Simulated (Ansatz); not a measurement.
`BNC` and `BNC[TeH]` differ in one atom or group.

Ansatz, PBE0-D4/def2-TZVP geometries, multiplicity 1. Each molecule was computed in one conformer, which needn't be the lowest.

Elements past krypton have def2 core potentials.

```csv
property,`BNC`
HOMO energy (PBE/def2-TZVPP) / eV,-6.61
LUMO energy (ωB97M-V/def2-TZVPP) / eV,2.02
HOMO energy (PBE0/def2-TZVPP) / eV,-7.89
HOMO–LUMO gap (PBE0/def2-TZVPP) / eV,8.14
size of the dipole moment (B3LYP/def2-TZVPP) / D,2.06
size of the dipole moment (PBE/def2-TZVPP) / D,2.18
```

Give the same properties after the change, and the shifts. (Estimate.)

Computed: 
```tsv
property	`BNC[TeH]`	shift
HOMO energy (PBE/def2-TZVPP) / eV	-5.33	1.28
LUMO energy (ωB97M-V/def2-TZVPP) / eV	0.81	-1.21
HOMO energy (PBE0/def2-TZVPP) / eV	-6.34	1.55
HOMO–LUMO gap (PBE0/def2-TZVPP) / eV	5.37	-2.77
size of the dipole moment (B3LYP/def2-TZVPP) / D	1.29	-0.77
size of the dipole moment (PBE/def2-TZVPP) / D	1.35	-0.83
```

With PBE0 the HOMO rises by 1.55 eV and the LUMO falls by 1.22 eV, so the gap narrows by about 2.77 eV. PBE moves the HOMO by 1.28 eV and ωB97M-V by 1.78 eV. Dipoles are sizes alone; their direction can turn.

B3LYP here is the variant with VWN-RPA as its local correlation; programs differ in this.

Spin–orbit coupling is left out; it splits and shifts lone-pair levels of the heavy atoms by tenths of an eV.
